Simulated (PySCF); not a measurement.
Compound: CH10BO2PSi.
Cartesian coordinates in Å at the GFN2-xTB level; atoms count from 1:
```
atom  x, y, z in Å
C1    -2.431    0.490    1.200
O2    -2.128   -0.367    0.143
Si3   -0.857   -1.359   -0.044
O4     0.489   -0.489    0.048
B5     1.909   -0.732   -0.079
P6     2.088    1.229   -0.144
H7    -3.269    1.120    0.898
H8    -2.713   -0.080    2.089
H9    -1.577    1.126    1.450
H10   -1.137   -1.845   -1.387
H11   -0.804   -2.394    0.995
H12    2.255   -1.209   -1.107
H13    2.444   -1.153    0.892
H14    1.417    1.753    0.938
H15    1.240    1.698   -1.120
H16    3.069    2.224   -0.249
```

A PySCF run (density fitting, gas phase, GFN2-xTB geometry) gave HOMO -8.89 eV, LUMO 0.08 eV, dipole 3.90 D and E = -850.310 Eh.

**Question.** Which of these levels was it?
A. B97-2/6-311G**
B. BHandHLYP/6-311+G(2d,p)
C. PBE0/ANO-RCC-VDZP
D. HCTH407/def2-SVPD

**Answer.** B. It is BHandHLYP/6-311+G(2d,p). All candidates on this geometry:

| level and settings | kind | basis functions | SCF cycles | E (Eh) | HOMO (eV) | LUMO (eV) | dipole (D) |
| --- | --- | --- | --- | --- | --- | --- | --- |
| HCTH407/def2-SVPD, start guess atom, fitting basis def2-universal-jkfit | GGA | 214 | 12 | -850.0337 | -6.33 | -1.00 | 3.74 |
| PBE0/ANO-RCC-VDZP, grid level 3, energy threshold 1e-06 Eh | global hybrid | 142 | 8 | -849.5895 | -7.47 | -0.11 | 3.88 |
| B97-2/6-311G** | global hybrid | 184 | 14 | -850.3543 | -7.20 | 0.28 | 3.87 |
| BHandHLYP/6-311+G(2d,p) | global hybrid | 238 | 13 | -850.3102 | -8.89 | 0.08 | 3.90 |

The nearest other candidate, by the summed differences of HOMO and LUMO, is PBE0/ANO-RCC-VDZP: its HOMO differs by +1.42 eV and its LUMO by -0.19 eV. Cycle counts include a coarse-grid stage where the run had one. All basis functions are spherical, in the Pople sets too. ANO-RCC sets were contracted for a scalar-relativistic Hamiltonian, but ran non-relativistically here.
